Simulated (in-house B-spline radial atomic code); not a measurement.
Ti II (Ti+) is squeezed into an impenetrable sphere of radius R (the orbitals vanish at R). Computed with an all-electron radial atomic-structure program (B-spline basis): scalar-relativistic (X2C) Hartree-Fock, spin-polarised, averaged over the determinants with the given up and down occupations, Fermi nucleus of rms radius 3.5921 fm.

Energies in eV above the free ion in [Ar] 3d2 4s1:

| R (bohr) | highest level (eV) | [Ar] 3d2 4s1 | [Ne] 3s2 3p5 3d2 4s1 4d1 | [Ar] 3d3 |
| --- | --- | --- | --- | --- |
| 7.31 | -13 | 0.1045 | 46.38 | 0.5873 |
| 5.94 | -12.5 | 0.6009 | 48.97 | 0.6933 |
| 4.98 | -11.2 | 1.97 | 53.77 | 1.06 |
| 4.05 | -7.26 | 6.379 | 65.54 | 2.454 |
| 3.7 | -4.01 | 10.16 | 74.17 | 3.777 |
| 3.01 | 9.82 | 27.73 | 108.3 | 10.94 |
| 2.53 | 33.6 | 62.58 | 165.2 | 28.24 |
| 2.11 | 79.8 | 143.7 | 281.3 | 75.76 |
| 1.67 | 196 | 398.8 | 606.9 | 246.5 |
| 1.53 | 265 | 572.7 | 816.8 | 370.1 |

Question: Does [Ne] 3s2 3p5 3d2 4s1 4d1 fall below [Ar] 3d2 4s1 under compression?

Answer: No, it stays above over the whole range.

Question: Does [Ar] 3d3 fall below [Ar] 3d2 4s1 under compression?

Answer: Yes, between R = 5.94 and 4.98 bohr the order changes (near 5.85 bohr by linear interpolation).

The highest level is first positive in the row R = 3.01 bohr, pushed up by confinement above the zero of the free ion's potential. Each configuration is held fixed and needn't be the lowest in the sphere.
